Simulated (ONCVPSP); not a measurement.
# nitrogen (N): excitation energies, all-electron against ONCV

```json
{
 "Element": "N",
 "Generator": "ONCVPSP 4.0.1",
 "Type": "optimised norm-conserving Vanderbilt (ONCV)",
 "Functional": "LDA (Perdew-Wang 92)",
 "Relativity": "scalar-relativistic",
 "Frozen core": "[He]",
 "Valence charge": "5",
 "Reference configuration": "2s1.75 2p3.25",
 "Partial waves": "2s: rc 1.05 bohr, ncon 4, nbas 9, qcut 6.6 1/bohr, 2 projectors, debl 2.6 Ha; 2p: rc 1.70 bohr, ncon 5, nbas 9, qcut 9 1/bohr, 1 projector",
 "Local potential": "polynomial inside 0.80 bohr (lpopt 2, dvloc0 -1 Ha)",
 "Core correction": "polynomial model core, fcfact 0.3"
}
```

Energies are relative to the spin-unpolarised reference configuration 2s1.75 2p3.25; without spin polarisation the order of configurations can differ from experiment.

| valence configuration | charge | ΔE all-electron (eV) | error AE − PS (meV) |
| --- | --- | --- | --- |
| 2s2 2p2 | +1 | 10.934 | +23 |
| 2s2 2p1 | +2 | 39.906 | +163 |
| 2s1 2p4 | 0 | 8.408 | +6.7 |

Problem. What are ΔE and the potential's error for 2s2 2p3?

Solution. ΔE = -2.797 eV all-electron; the error (AE − PS) is +0.8 meV.
